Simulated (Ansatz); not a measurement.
Ideal-gas functions of `F[SiH](Cl)O[SiH3]` at 800 K and 1 bar, from an Ansatz frequency run at PBE0-D4/def2-TZVP.

Molar mass 130.65 g/mol, point group C1 (symmetry number 1), electronic degeneracy 1, moments of inertia 142.893, 329.254, 425.04 u Å². Harmonic wavenumbers (cm⁻¹, unscaled): 21, 38, 68, 235, 278, 367, 538, 629, 726, 731, 830, 846, 926, 954, 956, 978, 1157, 2244, 2248, 2256, 2327.

Use S(trans) = R[1.5 ln M + 2.5 ln T − 1.1517]; rotational temperatures θ = 24.2544 K / I; S(rot) = R[ln(√π/σ · √(T³/θAθBθC)) + 1.5]; for each mode x = 1.438777 ν̃/T, S = R[x/(eˣ − 1) − ln(1 − e⁻ˣ)] and H = RT x/(eˣ − 1); 1 cm⁻¹ = 0.0119627 kJ/mol; R = 8.31446 J/(mol·K).

Q: By hand: the entropy, in J/(mol·K).

A: Translation 190.1. Rotation: θ = 0.1697, 0.0737, 0.0571 K, giving 130.7. Vibration, mode by mode: 35.56, 30.63, 25.79, 15.54, 14.16, 11.92, 8.91, 7.72, 6.66, 6.61, 5.71, 5.58, 4.97, 4.78, 4.76, 4.61, 3.58, 0.75, 0.75, 0.74, 0.67, in all 200.4. Electronic 0.0. Sum 521.2 J/(mol·K).

Q: By hand: H − E and G − E in kJ/mol, counted from the electronic energy.

A: Zero-point energy ½ × 19353 × 0.0119627 = 115.8; thermal vibration 67.9; translation, rotation and pV give 4 RT = 26.6. H − E = 210.3 kJ/mol, and G − E = 210.3 − 800 × 521.2/1000 = -206.7 kJ/mol.

Vibration gives 38 % of the entropy, 92.0 J/(mol·K) of it from the modes under 150 cm⁻¹: soft modes count most, and the harmonic formula is weakest for them. The sum counts one conformer and one mirror image; others add a mixing term.
